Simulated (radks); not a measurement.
Values are calculated unless marked as measured or tabulated.
Li2+, configuration 1s1.

Level of theory: non-relativistic Kohn-Sham, XLYP, spin-polarised, spherical densities, point nucleus; open shells are filled with parallel spins first (a radial shooting solver on a logarithmic mesh with Libxc functionals).

Energy parts (hartree):
| part | energy |
|---|---|
| total | -4.49808 |
| kinetic | 4.49808 |
| electron-nucleus | -8.99737 |
| Hartree | 0.93304 |
| exchange-correlation | -0.93183 |

Orbitals (lengths in bohr, moments of r in powers of bohr; <r^-3> diverges for s and p1/2; r(max) is where P^2 peaks):
[
 {"orbital": "1s up", "occ.": "1", "eigenvalue (hartree)": "-3.81306", "<r^-3>": "-", "<r>": "0.5038", "r(max)": "0.3309"}
]

The highest occupied level is 1s up at -103.76 eV. For comparison, the ionisation energy in NIST's Atomic Spectra Database is 122.45 eV (theoretical). In exact Kohn-Sham theory the highest level is minus the ionisation energy, but local and semilocal functionals leave it too shallow, through self-interaction and a potential that decays too fast; potentials with the right tail come closer. The electron density at the nucleus is 8.766 e/bohr^3. Summed over all electrons, <r^2> = 0.3407 bohr^2, which gives a Langevin (diamagnetic) susceptibility term of -0.27 x 10^-6 cm^3/mol. Virial ratio -V/T = 2.00000. Spin moment in Bohr magnetons: 1. The spin density at the nucleus is 8.766 e/bohr^3 (1s 8.766), a Fermi contact field of 460 T.
